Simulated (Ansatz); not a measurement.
Consider the formal exchange of groups at the Sn–Si bond: `[BH2][SnH2][SiH3]` + `NCOCO` → `[BH2][SnH2][NH2]` + `OCOC[SiH3]`.

Gas-phase electronic energies from Ansatz, PBE0-D4/def2-TZVP geometries. CCSD(T)/CBS adds triple-zeta CCSD(T) − MP2 to the extrapolated MP2 energy (def2 sets, frozen cores). DFT in def2-TZVPP. B3LYP here is the variant with VWN-RPA as its local correlation; programs differ in this. def2 core potentials past Kr. For Sn outer-core shells are correlated without core-valence functions, which leaves a few kJ/mol of doubt a bond. Each species was taken in one conformer, which may not be the lowest.

```csv
level,ΔE (kJ/mol),difference from CCSD(T)/CBS
PBE-D4,13.8,12.4
r2SCAN-D4,8.1,6.7
PBE0-D4,16.5,15.1
B3LYP-D4,4.2,2.8
ωB97X-V,4.1,2.7
ωB97M-V,2.7,1.3
B2PLYP,2.2,0.8
PBE,15.2,13.8
r2SCAN,8.5,7.1
PBE0,17.6,16.2
B3LYP,6.5,5.1
HF/def2-TZVPP,6.3,4.9
MP2/def2-TZVPP,-0.9,-2.3
SCS-MP2/def2-TZVPP,-3.6,-5.0
CCSD/def2-TZVPP,3.5,2.1
CCSD(T)/def2-TZVPP,2.3,0.9
HF/def2-QZVPP,5.0,3.6
MP2/def2-QZVPP,-1.9,-3.3
SCS-MP2/def2-QZVPP,-4.6,-6.0
HF/CBS(def2),4.8,3.4
MP2/CBS(def2),-1.9,-3.3
CCSD/CBS(def2),2.5,1.1
CCSD(T)/CBS,1.4,0
```

Largest T1 diagnostic among the species: 0.014.

In def2-TZVPP, CCSD(T) changes the Hartree–Fock value by −4.0 kJ/mol (the triples alone add −1.1 kJ/mol) and MP2 by −7.2 kJ/mol.
